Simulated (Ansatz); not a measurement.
Al9As9H24, a nanocrystal cut from wurtzite AlAs (hydrogen-capped), relaxed as a singlet with RKS PBE-D4/def2-SVP in Ansatz, starting from the GFN2-xTB geometry. Force threshold 0.03 eV/Å.

Single mean-field runs in def2-SVP are fitted with def2-universal-jkfit.

Start:

```xyz
42

Al    0.429    5.124   -0.370
As    2.211    3.960    1.028
As   -0.580    2.891   -0.785
Al    0.742    1.225   -2.094
Al    2.605    1.563    1.612
As    2.503    0.269   -0.510
As   -0.631   -0.700   -2.901
Al    0.324   -2.158   -4.672
Al    2.556   -2.216   -0.625
As    2.118   -2.849   -3.001
Al   -1.529    1.652    1.167
As    0.444    0.652    2.444
As   -2.998   -0.255    0.500
Al   -1.578   -1.789   -0.863
Al    0.060   -1.752    2.958
As    0.407   -2.465    0.601
Al   -4.477   -1.258    2.228
As   -2.377   -2.020    3.448
H     1.151    5.757   -1.600
H    -0.382    6.045    0.594
H     3.600    4.370    0.612
H     2.412    4.621    2.367
H    -1.837    2.927   -1.665
H     1.599    1.884   -3.235
H     3.872    1.441    2.511
H     3.642    0.777   -1.393
H    -1.878    0.080   -3.338
H     1.046   -1.399   -5.829
H    -0.516   -3.432   -5.000
H     3.817   -2.970   -0.103
H     3.503   -2.747   -3.582
H     2.257   -4.347   -2.917
H    -2.204    2.602    2.223
H     0.089    1.439    3.705
H    -3.753    0.431   -0.646
H    -2.280   -3.162   -1.171
H     0.898   -2.423    4.089
H     0.021   -3.941    0.528
H    -5.196   -0.226    3.154
H    -5.244   -2.540    1.776
H    -2.410   -1.596    4.893
H    -2.434   -3.466    3.863
```

```tsv
step	energy (eV)	largest force component (eV/Å)	SCF passes
1	-607147.5953	0.887	17
2	-607148.1258	0.342	24
3	-607148.3630	0.130	19
4	-607148.4108	0.059	19
5 (rejected)	-607148.3311	0.269	19
6	-607148.4209	0.013	19
7	-607148.4233	0.012	19
```

Force components are those of the run's own axes.

End:

```tsv
atom	x (Å)	y (Å)	z (Å)
Al1	0.5299	4.9922	-0.2809
As2	2.3554	3.8661	1.1262
As3	-0.6623	2.8503	-0.8344
Al4	0.6613	1.3453	-2.2951
Al5	2.4868	1.3981	1.5465
As6	2.3893	0.3940	-0.7272
As7	-0.7112	-0.6324	-2.8908
Al8	0.4317	-2.1726	-4.5145
Al9	2.4361	-2.0833	-0.5066
As10	2.2555	-2.9082	-2.8671
Al11	-1.7300	1.7953	1.1396
As12	0.2222	0.8041	2.3868
As13	-3.0091	-0.2003	0.4100
Al14	-1.7811	-1.8291	-1.0003
Al15	0.1414	-1.6489	2.7914
As16	0.1743	-2.4833	0.4482
Al17	-4.2960	-1.2876	2.2746
As18	-2.2111	-2.0586	3.5551
H19	1.2780	5.5779	-1.5698
H20	-0.3260	5.8697	0.7495
H21	3.7397	4.2701	0.6294
H22	2.4531	4.5220	2.4997
H23	-1.8473	3.2510	-1.7122
H24	1.3611	2.0686	-3.5354
H25	3.7149	0.9442	2.4615
H26	3.7426	0.7385	-1.3446
H27	-1.8938	-0.0330	-3.6507
H28	1.1904	-1.3391	-5.6520
H29	-0.4569	-3.4771	-4.7842
H30	3.6624	-2.6903	0.3176
H31	3.6391	-2.7091	-3.4771
H32	2.3112	-4.4296	-2.7748
H33	-2.5447	2.8025	2.0739
H34	0.1721	1.4136	3.7859
H35	-4.0604	0.3746	-0.5385
H36	-2.6277	-3.1162	-1.4218
H37	1.2668	-2.2375	3.7602
H38	0.0939	-4.0012	0.5920
H39	-4.9924	-0.1861	3.2050
H40	-5.0075	-2.6295	1.7672
H41	-2.2609	-1.5738	5.0003
H42	-2.2910	-3.5513	3.8578
```

By distances, no bond broke or formed. The bond that changes most is Al17–H40, from 1.56 to 1.60 Å (atoms count from 1).

The force fell under the threshold at step 6, but the optimiser went on and released 0.002 eV more. No frequencies were taken in this run, so the end may be a saddle point.

It took 45 s on 4 threads of AMD EPYC 7R13 on a shared host and a share (37 GiB) of an NVIDIA H100 80GB HBM3.
